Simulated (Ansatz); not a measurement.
Method: Ansatz (a first-principles code) with B3LYP-D3(BJ)/def2-TZVP. No frequencies were computed at this level.

Ansatz 0.2 input:
```yaml
crystal:
  periodic: [false, false, false]
  atoms:
    - { symbol: C, position_ang: [1.254984, 0.020909, -0.008214] }
    - { symbol: C, position_ang: [-0.154107, -0.455091, -0.251124] }
    - { symbol: C, position_ang: [-1.311063, 0.355643, 0.133821] }
    - { symbol: O, position_ang: [-0.941079, -0.783459, 0.856783] }
    - { symbol: H, position_ang: [1.91751, -0.82953, 0.136084] }
    - { symbol: H, position_ang: [1.292282, 0.644486, 0.881422] }
    - { symbol: H, position_ang: [1.602518, 0.595334, -0.864192] }
    - { symbol: H, position_ang: [-0.271555, -1.128386, -1.098743] }
    - { symbol: H, position_ang: [-1.1518, 1.302206, 0.638012] }
    - { symbol: H, position_ang: [-2.237692, 0.277888, -0.423848] }
basis:
  gaussian: { orbitals: def2-tzvp }
hamiltonian:
  xc: b3lyp
  dispersion: d3bj
relax:
  max_steps: 150
```

Output:

```
Functional definition: B3LYP
955 factors; their error is unknown
mean field evaluation 1: about -5248.9738 eV, gradient 6.0e1 eV
mean field evaluation 2: about -5244.6285 eV, gradient 7.4e1 eV
mean field evaluation 4: about -5256.9009 eV, gradient 5.3e0 eV
mean field evaluation 8: about -5256.9285 eV, gradient 5.9e-1 eV
mean field evaluation 16: about -5256.9290 eV, gradient 6.8e-5 eV
mean field -5256.92898200 eV, -193.1885768139 hartree, gradient 1.3e-5 eV, S^2 0.000000; 0 other end points of the search recorded, 0 dependent functions left out
reference -5256.92923260 eV, -193.1885860235 hartree; 16, 16 occupied and 144, 144 virtual orbitals, 955 factors
relax step   1: F+E_penalty+E_count = -5257.18316959 eV  Δ(F+E_penalty+E_count) = +0.000e0 eV  max|allowed force component| = 1.228e0 eV/Å  Δτ_max = 0.0000 Å  (29 SCF iters, accepted)
these checks for a lower state are left out or cut short: starts, cluster_reference, orbital_swaps, neighbouring_geometries, increment
955 factors; their error is unknown
mean field -5256.95386362 eV, -193.1894911966 hartree, gradient 1.6e-5 eV, S^2 0.000000; 0 other end points of the search recorded, 0 dependent functions left out
reference -5256.95411421 eV, -193.1895004056 hartree; 16, 16 occupied and 144, 144 virtual orbitals, 955 factors
relax step   2: F+E_penalty+E_count = -5257.20748898 eV  Δ(F+E_penalty+E_count) = -2.432e-2 eV  max|allowed force component| = 6.734e-1 eV/Å  Δτ_max = 0.0200 Å  (31 SCF iters, accepted)
these checks for a lower state are left out or cut short: starts, cluster_reference, orbital_swaps, neighbouring_geometries, increment
955 factors; their error is unknown
mean field evaluation 32: about -5256.9654 eV, gradient 1.7e-5 eV
mean field -5256.96536616 eV, -193.1899139073 hartree, gradient 1.7e-5 eV, S^2 0.000000; 0 other end points of the search recorded, 0 dependent functions left out
reference -5256.96561666 eV, -193.1899231129 hartree; 16, 16 occupied and 144, 144 virtual orbitals, 955 factors
relax step   3: F+E_penalty+E_count = -5257.21879257 eV  Δ(F+E_penalty+E_count) = -1.130e-2 eV  max|allowed force component| = 8.631e-2 eV/Å  Δτ_max = 0.0276 Å  (31 SCF iters, accepted)
these checks for a lower state are left out or cut short: starts, cluster_reference, orbital_swaps, neighbouring_geometries, increment
955 factors; their error is unknown
mean field -5256.96577275 eV, -193.1899288493 hartree, gradient 1.7e-5 eV, S^2 0.000000; 0 other end points of the search recorded, 0 dependent functions left out
reference -5256.96602310 eV, -193.1899380492 hartree; 16, 16 occupied and 144, 144 virtual orbitals, 955 factors
relax step   4: F+E_penalty+E_count = -5257.21927933 eV  Δ(F+E_penalty+E_count) = -4.868e-4 eV  max|allowed force component| = 1.833e-2 eV/Å  Δτ_max = 0.0089 Å  (32 SCF iters, accepted)
these checks for a lower state are left out or cut short: starts, cluster_reference, orbital_swaps, neighbouring_geometries, increment
955 factors; their error is unknown
mean field -5256.96591589 eV, -193.1899341095 hartree, gradient 1.7e-5 eV, S^2 0.000000; 0 other end points of the search recorded, 0 dependent functions left out
reference -5256.96616635 eV, -193.1899433137 hartree; 16, 16 occupied and 144, 144 virtual orbitals, 955 factors
relax step   5: F+E_penalty+E_count = -5257.21948211 eV  Δ(F+E_penalty+E_count) = -2.028e-4 eV  max|allowed force component| = 9.141e-3 eV/Å  Δτ_max = 0.0185 Å  (31 SCF iters, accepted)
955 factors; their error is unknown
mean field evaluation 64: about -5256.9659 eV, gradient 5.3e-3 eV
mean field -5256.96591589 eV, -193.1899341095 hartree, gradient 1.7e-5 eV, S^2 0.000000; 1 other end points of the search recorded, 0 dependent functions left out
reference -5256.96616635 eV, -193.1899433137 hartree; 16, 16 occupied and 144, 144 virtual orbitals, 955 factors
Total energy: -5257.21973257 eV, -193.1992617005 hartree
Atom 0 at     1.253328     0.021421    -0.012737 Å, force     0.006560    -0.003285     0.004017 eV/Å
Atom 1 at    -0.153050    -0.430494    -0.276399 Å, force    -0.005192     0.007921    -0.003541 eV/Å
Atom 2 at    -1.316890     0.353789     0.137826 Å, force    -0.000703    -0.002921    -0.003091 eV/Å
Atom 3 at    -0.928641    -0.815847     0.864844 Å, force     0.001461    -0.003649     0.000078 eV/Å
Atom 4 at     1.900552    -0.834874     0.187423 Å, force     0.001866     0.000903     0.004088 eV/Å
Atom 5 at     1.285664     0.686143     0.851142 Å, force     0.007520     0.000765     0.000361 eV/Å
Atom 6 at     1.655013     0.552638    -0.879032 Å, force    -0.009141    -0.002078     0.000610 eV/Å
Atom 7 at    -0.280520    -1.097792    -1.126615 Å, force    -0.001879     0.002270    -0.000939 eV/Å
Atom 8 at    -1.163290     1.293303     0.661186 Å, force     0.001333     0.002215    -0.001473 eV/Å
Atom 9 at    -2.252169     0.271712    -0.407638 Å, force    -0.001825    -0.002141    -0.000111 eV/Å
Dipole moment:     0.116984     0.252351    -0.305213 e Å
```

Cost: around 22 core-seconds (rough).
